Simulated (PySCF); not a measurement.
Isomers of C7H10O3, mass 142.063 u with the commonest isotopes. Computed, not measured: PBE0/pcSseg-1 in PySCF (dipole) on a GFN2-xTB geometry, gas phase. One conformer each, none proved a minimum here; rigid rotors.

Problem. Order these by rotational constant C, largest first.
A. `[CH3:1][C:2](=[O:3])[O:4][C:5](=[O:6])[CH2:7][CH:8]1[CH2:9][CH2:10]1` with C1–C2–O4–C5 165°, C2–O4–C5–O6 -18°, O4–C5–C7–C8 -76°, C5–C7–C8–C9 -77°
B. `[CH2:1]=[CH:2][CH2:3][O:4][C:5](=[O:6])[O:7][CH2:8][CH:9]=[CH2:10]` with C1–C2–C3–O4 134°, C2–C3–O4–C5 162°, C3–O4–C5–O6 0°, O4–C5–O7–C8 -177°, C5–O7–C8–C9 84°
C. `[CH3:1][O:2][C:3]1=[CH:4][C@@H:5]([O:6][CH3:7])[CH:8]=[CH:9][O:10]1` with C1–O2–C3–C4 174°, C4–C5–O6–C7 -71°
D. `[CH:1]#[C:2][CH2:3][CH2:4][CH2:5][O:6][C:7](=[O:8])[O:9][CH3:10]` with C2–C3–C4–C5 66°, C3–C4–C5–O6 -174°, C4–C5–O6–C7 -79°, C5–O6–C7–O8 -1°, O6–C7–O9–C10 180°

Solution. C (700.6 MHz), A (668.6 MHz), B (496.8 MHz), D (474.0 MHz).

Problem. Order these by radius of gyration √(Σ m r²/M), largest first.
A. `[CH3:1][C:2](=[O:3])[O:4][C:5](=[O:6])[CH2:7][CH:8]1[CH2:9][CH2:10]1` with C1–C2–O4–C5 165°, C2–O4–C5–O6 -18°, O4–C5–C7–C8 -76°, C5–C7–C8–C9 -77°
B. `[CH2:1]=[CH:2][CH2:3][O:4][C:5](=[O:6])[O:7][CH2:8][CH:9]=[CH2:10]` with C1–C2–C3–O4 134°, C2–C3–O4–C5 162°, C3–O4–C5–O6 0°, O4–C5–O7–C8 -177°, C5–O7–C8–C9 84° (diallyl carbonate)
C. `[CH3:1][O:2][C:3]1=[CH:4][C@@H:5]([O:6][CH3:7])[CH:8]=[CH:9][O:10]1` with C1–O2–C3–C4 174°, C4–C5–O6–C7 -71°
D. `[CH:1]#[C:2][CH2:3][CH2:4][CH2:5][O:6][C:7](=[O:8])[O:9][CH3:10]` with C2–C3–C4–C5 66°, C3–C4–C5–O6 -174°, C4–C5–O6–C7 -79°, C5–O6–C7–O8 -1°, O6–C7–O9–C10 180°

Solution. D (2.769 Å), B (2.728 Å), A (2.416 Å), C (2.288 Å).

Problem. Order these by dipole moment, largest first.
A. `[CH:1]#[C:2][CH2:3][CH2:4][CH2:5][O:6][C:7](=[O:8])[O:9][CH3:10]` with C2–C3–C4–C5 66°, C3–C4–C5–O6 -174°, C4–C5–O6–C7 -79°, C5–O6–C7–O8 -1°, O6–C7–O9–C10 180°
B. `[CH3:1][O:2][C:3]1=[CH:4][C@@H:5]([O:6][CH3:7])[CH:8]=[CH:9][O:10]1` with C1–O2–C3–C4 174°, C4–C5–O6–C7 -71°
C. `[CH3:1][C:2](=[O:3])[O:4][C:5](=[O:6])[CH2:7][CH:8]1[CH2:9][CH2:10]1` with C1–C2–O4–C5 165°, C2–O4–C5–O6 -18°, O4–C5–C7–C8 -76°, C5–C7–C8–C9 -77°
D. `[CH2:1]=[CH:2][CH2:3][O:4][C:5](=[O:6])[O:7][CH2:8][CH:9]=[CH2:10]` with C1–C2–C3–O4 134°, C2–C3–O4–C5 162°, C3–O4–C5–O6 0°, O4–C5–O7–C8 -177°, C5–O7–C8–C9 84°

Solution. C (4.21 D), B (1.48 D), A (0.59 D), D (0.25 D).

```
               SMILES  point group  Ia (u·Å²)  Ib (u·Å²)  Ic (u·Å²)      κ  μa (D)  μb (D)  μc (D)
   CC(=O)OC(=O)CC1CC1           C1     185.84     716.76     755.93  -0.96    0.90    3.73    1.75
       C#CCCCOC(=O)OC           C1     105.43    1006.58    1066.11  -0.99    0.42    0.26    0.31
COC1=C[C@@H](OC)C=CO1           C1     193.22     572.58     721.36  -0.81    1.29    0.47    0.55
      C=CCOC(=O)OCC=C           C1     116.27     981.70    1017.22  -0.99    0.01    0.09    0.23
```
